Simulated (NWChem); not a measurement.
C₃H₂F₄; SMILES FC1(F)[C@H]([C@@H]1F)F

Give the equilibrium geometry at PBE0/def2-SVP (NWChem) as a list of bonds and angles, with the point group.

point group C2; any orientation.
Bonded distances (Å): F1–C2 1.344, C2–C3 1.512, C2–C5 1.492, C2–H8 1.097, C3–F4 1.344, C3–C5 1.492, C3–H9 1.097, C5–F6 1.330, C5–F7 1.330. Angles (°): F1–C2–C3 118.9, F1–C2–C5 120.5, F1–C2–H8 115.0, C3–C2–C5 59.6, C3–C2–H8 116.0, C5–C2–H8 115.6, C2–C3–F4 118.9, C2–C3–C5 59.6, C2–C3–H9 116.0, F4–C3–C5 120.5, F4–C3–H9 115.0, C5–C3–H9 115.6, C2–C5–C3 60.9, C2–C5–F6 119.7, C2–C5–F7 118.1, C3–C5–F6 118.1, C3–C5–F7 119.7, F6–C5–F7 111.9.
